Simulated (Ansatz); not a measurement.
Cost against result

The pair of H2O (SMILES O, atoms 1–3) and Br2 (SMILES BrBr, atoms 4–5), both closed shells, in one local arrangement (a lower one may exist), relaxed at PBE0-D4/def2-TZVP:

O1  (0.189, -0.247, -1.416)
H2  (0.379, 0.641, -1.730)
H3  (-0.714, -0.430, -1.690)
Br4  (0.020, 0.116, 3.563)
Br5  (0.126, -0.081, 1.272)
(Å)

Interaction energies are counterpoise-corrected; the time is that of the whole pair.

Computed with Ansatz 0.2.0 (basis: as named in each row); correlated methods freeze the cores. Filled d shells of the heavier atoms are correlated. The def2 sets are not built for correlating such inner shells, so the correlated values are less sure here. B3LYP uses VWN-RPA correlation. Extrapolation: Hartree–Fock as exp(−7.88 √X), correlation as X^−2.97.

Times are rough, for one single point on 4 threads of a shared host (Intel Xeon Platinum 8259CL).

The estimate by CCSD(T) at an estimated basis limit (MP2 extrapolated from triple and quadruple zeta, plus CCSD(T) − MP2 in triple zeta) is -13.9 kJ/mol.

| method | basis | time (s) | interaction energy (kJ/mol) | method less estimate |
| --- | --- | --- | --- | --- |
| HF | STO-3G | under 1 | 15.7 | 29.6 |
| PBE-D4 | STO-3G | under 1 | -14.8 | -0.8 |
| SPW92 | def2-SVP | under 1 | -44.0 | -30.1 |
| PBE-D4 | def2-SVP | under 1 | -30.8 | -16.9 |
| B3LYP-D4 | 6-31G | under 1 | -23.5 | -9.6 |
| PBE0-D4 | def2-SVP | under 1 | -25.6 | -11.6 |
| PBE-D4 | def2-TZVPPD | 1 | -22.1 | -8.2 |
| revPBE-D4 | def2-TZVPPD | 1 | -18.1 | -4.2 |
| BLYP-D4 | def2-TZVPPD | 2 | -18.3 | -4.4 |
| PBE0-D4 | def2-TZVPPD | 2 | -18.1 | -4.2 |
| B3LYP-D4 | def2-TZVPPD | 2 | -16.6 | -2.7 |
| r2SCAN-D4 | def2-TZVPPD | 2 | -21.8 | -7.9 |
| wB97M-V | def2-SVP | 2 | -21.7 | -7.8 |
| CCSD(T) | def2-SVP | 3 | -9.2 | 4.8 |
| HSE06-D4 | def2-TZVPPD | 3 | -18.3 | -4.3 |
| B2PLYP | def2-TZVPPD | 4 | -12.4 | 1.5 |
| B97M-V | def2-TZVPPD | 4 | -19.9 | -6.0 |
| wB97X-V | def2-TZVPPD | 5 | -14.4 | -0.5 |
| wB97M-V | def2-TZVPPD | 6 | -14.9 | -1.0 |
| MP2 | def2-QZVPPD | 11 | -14.7 | -0.8 |
| CCSD(T) | def2-TZVPPD | 50 | -10.3 | 3.7 |

No T1 diagnostic of these runs exceeds 0.011.
